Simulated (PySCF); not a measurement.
Level of theory: PBE0/[Se def2-TZVP, O def2-TZVP, H def2-TZVP], no relativity, density fitting, PySCF. Open shells, if any, are unrestricted.

Task: What shape and geometry does isolated singlet H₄SeO take (every ligand bound to Se)?

Result: Counting electrons, selenium keeps none of its valence electrons outside its bonds, so the VSEPR class is AX5 and the expected shape is trigonal bipyramidal; with unlike ligands the computed point group is C2v. The lowest minimum found is a singlet of C2v symmetry with Se–H 1.517 Å (×2), Se–H 1.548 Å (×2), Se–O 1.634 Å; H–Se–H 89.1° (×4), H–Se–H 96.0°, H–Se–H 177.4°, H–Se–O 91.3° (×2), H–Se–O 132.0° (×2). Its harmonic wavenumbers are 378 (b2), 814 (a1), 832 (b1), 938 (a1), 989 (b2), 1114 (a1), 1226 (b1), 1302 (a2), 1948 (b1), 1962 (a1), 2135 (b2), 2170 (a1) cm⁻¹ and its dipole moment is 4.17 D.

Only a few start shapes were tried, so a lower isomer may exist.
